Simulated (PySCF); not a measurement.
Bond curve of CuI

Set-up: Cu cc-pVTZ-PP with ECP10, I cc-pVTZ-PP with ECP28; scalar-relativistic core potentials (PySCF 2.14). Energies in eV from Cu (3d10 4s1) + I in their ground configurations at the same level. State: ¹Σ⁺ (singlet), closed shell.

All columns are PBE0. A positive dipole means Cu(−)I(+).

```json
{"R (Å)": "2.027", "E (eV)": "-2.053", "μ (D)": "-3.57", "Mulliken charge on Cu (basis-dependent)": "0.05", "HOMO (eV)": "-6.88", "LUMO (eV)": "-2.47", "Mayer bond order": "1.58", "⟨S²⟩": "0.00"}
{"R (Å)": "2.121", "E (eV)": "-2.592", "μ (D)": "-3.78", "Mulliken charge on Cu (basis-dependent)": "0.10", "HOMO (eV)": "-6.87", "LUMO (eV)": "-2.59", "Mayer bond order": "1.47", "⟨S²⟩": "0.00"}
{"R (Å)": "2.216", "E (eV)": "-2.878", "μ (D)": "-4.00", "Mulliken charge on Cu (basis-dependent)": "0.15", "HOMO (eV)": "-6.85", "LUMO (eV)": "-2.71", "Mayer bond order": "1.37", "⟨S²⟩": "0.00"}
{"R (Å)": "2.286", "E (eV)": "-2.976", "μ (D)": "-4.17", "Mulliken charge on Cu (basis-dependent)": "0.19", "HOMO (eV)": "-6.84", "LUMO (eV)": "-2.80", "Mayer bond order": "1.30", "⟨S²⟩": "0.00"}
{"R (Å)": "2.357", "E (eV)": "-3.002", "μ (D)": "-4.34", "Mulliken charge on Cu (basis-dependent)": "0.22", "HOMO (eV)": "-6.82", "LUMO (eV)": "-2.90", "Mayer bond order": "1.23", "⟨S²⟩": "0.00"}
{"R (Å)": "2.428", "E (eV)": "-2.975", "μ (D)": "-4.53", "Mulliken charge on Cu (basis-dependent)": "0.25", "HOMO (eV)": "-6.81", "LUMO (eV)": "-2.99", "Mayer bond order": "1.18", "⟨S²⟩": "0.00"}
{"R (Å)": "2.522", "E (eV)": "-2.881", "μ (D)": "-4.78", "Mulliken charge on Cu (basis-dependent)": "0.29", "HOMO (eV)": "-6.77", "LUMO (eV)": "-3.12", "Mayer bond order": "1.11", "⟨S²⟩": "0.00"}
{"R (Å)": "2.640", "E (eV)": "-2.703", "μ (D)": "-5.10", "Mulliken charge on Cu (basis-dependent)": "0.33", "HOMO (eV)": "-6.73", "LUMO (eV)": "-3.29", "Mayer bond order": "1.04", "⟨S²⟩": "0.00"}
{"R (Å)": "2.781", "E (eV)": "-2.441", "μ (D)": "-5.48", "Mulliken charge on Cu (basis-dependent)": "0.36", "HOMO (eV)": "-6.66", "LUMO (eV)": "-3.49", "Mayer bond order": "0.98", "⟨S²⟩": "0.00"}
{"R (Å)": "2.970", "E (eV)": "-2.063", "μ (D)": "-5.98", "Mulliken charge on Cu (basis-dependent)": "0.39", "HOMO (eV)": "-6.57", "LUMO (eV)": "-3.74", "Mayer bond order": "0.93", "⟨S²⟩": "0.00"}
```

A fit through these points gives, at Re = 2.353 Å, μ = -4.33 D and dμ/dR = -2.54 D/Å; the reduced mass is 42.07 u.

**Question.** How strong is the fundamental in the double-harmonic approximation, I = 42.26·(dμ/dR)²/μred km/mol?

**Answer.** I = 42.26·(-2.54)²/42.07 = 6.48 km/mol at PBE0.

These are scalar-relativistic numbers at best; spin–orbit coupling would shift them, the dissociation energy most.
